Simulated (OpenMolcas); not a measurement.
**V3+ in K2NaGaF6: curves along the breathing mode**

V3+ with its 6 nearest fluoride ions, on the Ga site of K2NaGaF6 (a = 8.246 Å, distance in the model lattice 1.938 Å). The rest of the host is ab initio model potentials to 7.6 Å, with orthogonalisation functions on the cations behind the ligands, and point charges beyond; the distance is set by hand and nothing relaxes. Ligand basis ANO-RCC-VDZP.

* Program: OpenMolcas
* Method: SS-CASPT2, IPEA 0.25 Eh, imaginary shift 0.1 Eh (closed shells correlated: 3s 3p and the ligand valence shells)
* Basis: ANO-RCC-VDZP [5s4p2d1f]
* Scalar Hamiltonian: DKH2, point nucleus
* Active space: 2 electrons in 5 orbitals (3d)
* State averaging: 2S+1 = 3 even, 10 roots; 2S+1 = 1 even, 15 roots
* Spin-orbit coupling: RASSI with atomic mean-field integrals over the reference wave functions

Spin-free energies (labels of O, the rotations of Oh) in cm-1 above the lowest fitted minimum, as all ligands move together:

```json
{"R (Å)": "1.817", "3T1": "3330", "1T2": "14210", "1E": "14560", "3T2": "26100", "1A1": "27490", "3T1(2)": "36140", "1T1": "42000"}
{"R (Å)": "1.86", "3T1": "400", "1T2": "11350", "1E": "11760", "3T2": "20850", "1A1": "24520", "3T1(2)": "31020", "1T1": "36880"}
{"R (Å)": "1.903", "3T1": "170", "1T2": "11220", "1E": "11640", "3T2": "18660", "1A1": "24210", "3T1(2)": "28890", "1T1": "34750"}
{"R (Å)": "1.946", "3T1": "2280", "1T2": "13330", "1E": "13790", "3T2": "18970", "1A1": "26170", "3T1(2)": "29290", "1T1": "35170"}
{"R (Å)": "1.989", "3T1": "6240", "1T2": "17350", "1E": "17900", "3T2": "21440", "1A1": "30070", "3T1(2)": "31900", "1T1": "37750"}
{"R (Å)": "2.031", "3T1": "11840", "1T2": "22920", "1E": "23580", "3T2": "25820", "1A1": "35530", "3T1(2)": "36320", "1T1": "42100"}
{"R (Å)": "2.074", "3T1": "19160", "1T2": "30190", "1E": "30930", "3T2": "31960", "1A1": "42660", "3T1(2)": "42520", "1T1": "48310"}
```

Cubic fits give the following; the wavenumber is harmonic, with the mass of all moving ligands, small differences in it between states hang on the degree of the fit, a number in brackets counts states of one label, and the table is a selection of at most 14 states with clean curves.

```csv
State,R0 (Å),Breathing mode (cm-1),Minimum (cm-1)
3T1,1.886,620,0
1T2,1.885,619,11000
1E,1.884,622,11410
3T2,1.919,626,18460
1A1,1.888,617,24060
3T1(2),1.917,627,28740
1T1,1.918,626,34600
3A2,1.950,628,36970
1E(2),1.949,626,49890
1A1(2),1.946,630,65490
```

The minimum of 3T2 is shifted by +0.0330 Å against 3T1 (from the unrounded fits). With M = 114.0 u for the moving shell, the Huang-Rhys factor in this mode is S = M ω ΔR² / 2ħ = 0.01483 × 114.0 × 620 × 0.0330² = 1.14. Only the first shell moves, against a rigid host.

Roots that are degenerate in the reference are averaged as groups; the widest CASPT2 spread within a group is 360 cm-1 (the 3-fold group of multiplicity 1 near 32900 cm-1 above the lowest state of its run, R = 1.86). Shifts and gaps below about the spread of the groups concerned are not significant. Over all roots computed the reference weight is 0.74 to 0.75 in R = 1.817, 0.74 to 0.75 in R = 1.86, 0.74 to 0.75 in R = 1.903, 0.74 in R = 1.946, 0.74 in R = 1.989, 0.73 to 0.74 in R = 2.031, 0.73 to 0.74 in R = 2.074; a low but even weight reflects the number of correlated electrons. An orbital triplet at a regular site is open to Jahn-Teller coupling, which can distort the site and quench the lowest spin-orbit gaps and is left out. Ligand-to-metal charge-transfer states are missing. With no ligand orbital active B as a rule stays too high, so bands that hang on it stand too high and its fall with covalency is understated. With one d shell and no ligand orbital active, 10Dq can be off by a tenth or more. Free-ion shares, where given, are those of the reference states; single-state CASPT2 does not remix them (holds for R = 2.074). No measured value stands beside these numbers.
